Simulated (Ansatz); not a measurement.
`C[SiH](S)Br` + H₂ → `C[SiH2]Br` + H₂S at 600 K and 1 bar (hydrogenolysis of the Si–S bond).

Gas-phase electronic energies from Ansatz, PBE0-D4/def2-TZVP geometries. CCSD(T)/CBS adds triple-zeta CCSD(T) − MP2 to the extrapolated MP2 energy (def2 sets, frozen cores). This one scheme is used for every species. For Br outer-core shells are correlated without core-valence functions, which leaves a few kJ/mol of doubt a bond. Scalar relativity is left out up to krypton. Each species was taken in one conformer, which may not be the lowest.

```
      species  CCSD(T)/CBS energy (Eh)  H − E (kJ/mol)  S (J/(mol·K))
`C[SiH](S)Br`              -3301.32855           206.8          438.5
           H₂                 -1.17544            43.9          150.8
  `C[SiH2]Br`              -2903.51417           189.6          377.3
          H₂S               -398.97279            60.8          230.9
```

H − E and S are ideal-gas, rigid-rotor, harmonic terms from PBE0-D4/def2-TZVP, for one conformer and one mirror image of each species. For small species the MP2-based limit differs from directly extrapolated CCSD(T) by up to some mEh (0.8 for H₂); such offsets cancel only in part. 1 Eh = 2625.50 kJ/mol, R = 8.31446 J/(mol·K).

Task: By hand: ΔE, ΔH, ΔS and ΔG.

Result: ΔE = (-2903.51417) + (-398.97279) − (-3301.32855) − (-1.17544) = 0.01703 Eh = 44.7 kJ/mol. Δ(H − E) = 189.6 + 60.8 − 206.8 − 43.9 = -0.3, so ΔH = 44.4 kJ/mol. ΔS = 377.3 + 230.9 − 438.5 − 150.8 = 18.9 J/(mol·K). ΔG = 44.4 − 600 × (18.9)/1000 = 33.1 kJ/mol.

Task: By hand: the equilibrium constant, and the temperature at which ΔG would vanish if ΔH and ΔS stayed fixed.

Result: log₁₀ K = −ΔG/(RT ln 10) = -2.9. ΔG = 0 at ΔH/ΔS = 2349 K, though so small a ΔS makes that figure unsure.

ΔH outweighs TΔS. A doubt of 5 kJ/mol in ΔE shifts log₁₀ K by 0.4 here. Other conformers and mirror images would add mixing entropy, several J/(mol·K) or more a flexible species. These are equilibria of isolated gas molecules and say nothing of rates. Largest T1 diagnostic: 0.009 (customary marks: 0.02 for closed shells, 0.045 for open ones).
